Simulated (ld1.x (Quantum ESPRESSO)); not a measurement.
aluminium (Al): RRKJ pseudisation with PBE, scalar-relativistic reference atom.

Al, norm-conserving RRKJ (Kleinman–Bylander form), made with ld1.x (Quantum ESPRESSO) 7.5 (PBE, scalar-relativistic). Core [Ne], reference 3s2 3p1. Waves: 3s (bound): rc 2.10 bohr; 3p (bound): rc 2.95 bohr. Local part: all-electron potential smoothed inside 2.35 bohr (lloc = -1). Core correction: Bessel-smoothed model core inside 1.25 bohr. rho0 = 0.01.

All-electron outer shells of the reference configuration (PBE, scalar-relativistic, ld1.x):

```csv
shell,level (eV),outermost node (bohr),outermost maximum (bohr)
2s,-108.17,0.16,0.50
2p,-69.64,–,0.43
3s,-7.75,0.80,2.09
3p,-2.71,0.82,2.64
```

**Question.** Estimate the cutoffs (Ry, on a coarse ladder) from which the occupation-weighted sum of valence levels, in a spherical-Bessel basis at the reference potential, stays within 10 and 1 mRy of its value at 400 Ry.

**Answer.** 18 Ry and 35 Ry.

**Question.** What does a ghost test show?

**Answer.** No extra level below or beside the all-electron valence levels (s, p, d, f tested).

**Question.** Which valence shell sets the plane-wave cutoff?

**Answer.** 3s: its level needs 30 Ry to come within 1 mRy, against 8 Ry for 3p.

**Question.** Tests: 3s2 3p0; 3s1 3p0; 3s2 3p0.5; 3s0 3p3; 3s2 3p1.3; 3s1 3p2; 3s1 3p1. Which has the largest error in its energy relative to the reference configuration, and how large is it?

**Answer.** 3s1 3p0, with +25 meV (all-electron minus pseudo) on +24.99 eV.
